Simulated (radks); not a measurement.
Q: The rubidium ion Rb18+, 19 electrons, occupied as [Ar] 3d1. Method: Dirac Kohn-Sham, PBE, spin-unpolarised, spherical densities, finite nucleus; open shells fill j = l - 1/2 first; Fermi nuclear charge, rms radius 4.2036 fm; computed with a radial shooting solver on a logarithmic mesh with Libxc functionals. Some entries of the table are withheld. Estimate them.

| orbital | occ. | eigenvalue (eV) | <r> (bohr) | <1/r> (bohr^-1) |
|---|---|---|---|---|
| 1s1/2 | 2 | -15694.86 | 0.04030 | 37.87 |
| 2s1/2 | 2 | (1) | 0.1765 | 8.551 |
| 2p1/2 | 2 | (2) | 0.1513 | 8.506 |
| 2p3/2 | 4 | (3) | 0.1553 | 8.196 |
| 3s1/2 | 2 | (4) | 0.4604 | 3.176 |
| 3p1/2 | 2 | (5) | (6) | 3.104 |
| 3p3/2 | 4 | (7) | (8) | 3.031 |
| 3d3/2 | 1 | -679.0586 | 0.4138 | 2.894 |
| 3d5/2 | 0 | -676.5486 | 0.4159 | 2.875 |
| 4s1/2 | 0 | (9) | 0.9261 | 1.554 |
| 4p1/2 | 0 | -382.1499 | 0.9349 | 1.514 |
| 4p3/2 | 0 | -378.1975 | 0.9447 | 1.489 |

A: 
(1) 2s1/2 eigenvalue (eV): -2673.576
(2) 2p1/2 eigenvalue (eV): -2489.810
(3) 2p3/2 eigenvalue (eV): -2428.574
(4) 3s1/2 eigenvalue (eV): -859.0793
(5) 3p1/2 eigenvalue (eV): -794.5211
(6) 3p1/2 <r> (bohr): 0.4489
(7) 3p3/2 eigenvalue (eV): -782.2174
(8) 3p3/2 <r> (bohr): 0.4559
(9) 4s1/2 eigenvalue (eV): -407.2829
